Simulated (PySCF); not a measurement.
Compound: C5H5Cl3F (doublet state).
SMILES with atom numbers: `[CH2:1]/[CH:2]=[CH:3]/[C@H:4]([F:5])[C:6]([Cl:7])([Cl:8])[Cl:9]` (hydrogens: H10, H11 on C1; H12 on C2; H13 on C3; H14 on C4)

Cartesian coordinates in Å at the GFN2-xTB level; atoms count from 1:
```xyz
14
C5H5Cl3F angstrom
C      2.578    0.658   -0.124
C      1.437   -0.089   -0.231
C      0.343    0.062    0.595
C     -0.902   -0.738    0.448
F     -0.674   -1.903   -0.240
C     -1.993    0.051   -0.316
Cl    -3.457   -0.938   -0.508
Cl    -2.404    1.500    0.619
Cl    -1.407    0.537   -1.914
H      3.409    0.506   -0.788
H      2.673    1.422    0.628
H      1.384   -0.851   -0.997
H      0.336    0.808    1.373
H     -1.322   -1.026    1.423
```

The hyperfine couplings belong to this conformer and change with its torsions.

The calculation used UKS B3LYP, pcH-1 on C Cl F H, non-relativistic, mean-field spin-orbit, GIAO (PySCF). Geometry: GFN2-xTB, one conformer, isolated molecule. A GFN2-xTB geometry isn't a minimum of the functional, and hyperfine couplings can be far from their values at a DFT geometry. Stability of the SCF solution: not tested. ⟨S²⟩ is 0.776 where a pure state has 0.75.

Q: Match the computed a_iso(13C) values +79.6, +58.8, +53.3, -47.4, -24.5 MHz with the sites C1; C2; C3; C4; C6.

A: 
| site | a_iso (MHz) | ρ(0) (bohr⁻³) | position | distance from C1 (Å) | spin population | largest \|T\| (MHz) |
| --- | --- | --- | --- | --- | --- | --- |
| C1 | +53.3 | +0.0475 | largest spin population | 0.00 | +0.66 | 99.3 |
| C2 | -47.4 | -0.0421 | 1 bond from C1 | 1.37 | -0.26 | 28.9 |
| C3 | +58.8 | +0.0524 | a main spin site | 2.42 | +0.65 | 105.0 |
| C4 | -24.5 | -0.0218 | 1 bond from C3 | 3.79 | -0.04 | 1.5 |
| C6 | +79.6 | +0.0708 | 2 bonds from C3 | 4.62 | +0.02 | 4.6 |

ρ(0) is the spin density at the nucleus and T the dipolar tensor; a_iso includes a spin–orbit part. Largest spin populations (Mulliken): C1 (+0.66), C3 (+0.65) and C2 (-0.26). The positive populations add up to 1.38 and the negative ones to -0.38, together 2S = 1. The angles at C1 add up to 360.0°, so it is planar; its axial dipolar tensor and the negative couplings of its protons fit spin in a p orbital normal to that plane. Main spin sites, with 60 % or more of the largest population: C1, C3; positions count bonds from the nearest.

β density exceeds α density at some nuclei, such as C2 (-0.0421), C4 (-0.0218) and H10 (-0.0092), spin density in bohr⁻³. In a single determinant that takes different orbitals for the two spins, that is spin polarisation.

H10 and H11 aren't averaged: C1 is flat or nearly so (angle sum 360°), and its turn about the short C1–C2 bond (1.37 Å) is taken as slow.
